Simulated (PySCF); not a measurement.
Name the molecule from its bond curve

A diatomic of charge 0 contains Be. Its doublet curve at PBE0 in a triple-zeta basis (no relativity, PySCF), in eV from the separated fragments:

(R (Å), E (eV)): (1.562, -3.354), (1.634, -3.828), (1.707, -4.091), (1.762, -4.184), (1.816, -4.210), (1.871, -4.182), (1.943, -4.083), (2.034, -3.888), (2.143, -3.591), (2.288, -3.144)

The fit gives ωe = 828 cm⁻¹ and the rotational constant Bₑ = 0.7161 cm⁻¹.

Which atom is the partner?

The minimum lies at 1.812 Å, so the reduced mass is 16.8576 u Å² cm⁻¹/(Bₑ·Re²) = 7.170 u. With Be at 9.01 u the partner weighs about 35.1 u: Cl. The molecule is BeCl.

The state was picked by a PBE0 search and need not be the measured ground state.
